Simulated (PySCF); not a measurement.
[CBr3]+ (singlet). Method: PySCF, PBE0, basis C def2-SVP, Br def2-SVP (no relativity, density fitting).

Harmonic bands of its minimum:

```tsv
ω (cm⁻¹)	IR (km/mol, summed over degenerate members)	degeneracy
187	0.0	2
334	0.0	1
446	2.4	1
919	466	2
```

Question: The central atom is C. Infer the point group and assign the bands.

Answer: D3h. The modes span 2e' + a1' + a2'': 187 e', 334 a1', 446 a2'', 919 e'. The computed geometry has C–Br 1.807 Å (×3); Br–C–Br 120.0° (×3).

Other isomers or separated fragments may lie lower.
